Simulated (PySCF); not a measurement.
Start geometry of VIF3 (`[F][V]([F])([F])[I]`) [radical] from GFN2-xTB (Å):
```
atom  x, y, z in Å
V1     0.1415   -0.2140   -0.3186
I2     0.0323   -0.1012    2.1995
F3     1.5645    0.2032   -0.6056
F4    -0.6664    1.3265   -0.7214
F5    -0.9971   -1.3250   -0.6162
```

Question: What comes out of this run: PySCF 2.14.0, PBE0-D3(BJ)/def2-SVP geometry optimisation, gas phase, def2 core potentials past Kr?

Answer: 
```
atom  x, y, z in Å
V1     0.0433   -0.0697   -0.2106
I2     0.0139   -0.0746    2.3012
F3     1.6665    0.0661   -0.6816
F4    -0.7396    1.3443   -0.7517
F5    -0.9093   -1.3766   -0.7194
```

The energy falls by 1.410 eV over 9 energy and gradient evaluations, the largest force component goes from 0.2071 to 4.0e-04 Eh/bohr, and the atoms move by 0.151 Å rms after alignment. The bond that changes most is V1–F3 (ends: vanadium bonded to 3 F and I; fluorine bonded to V), which lengthens by 0.185 Å. Bonds longer at the end by more than 0.005 Å: 2 of 4; shorter: 2. Among the angles that change most is F3–V1–F5, from 144.8° to 121.1°. Rotational constants go from 3514, 1043, 988.2 to 3383, 963.8, 934.8 MHz. The orientation of the end geometry is arbitrary; only internal coordinates are fixed.

The run used 99 basis functions and 164 SCF cycles in all.

No PBE0-D3(BJ)/def2-SVP frequencies stand behind this structure, so it isn't proved a minimum. ⟨S²⟩ = 0.761 (exact for a doublet: 0.75).
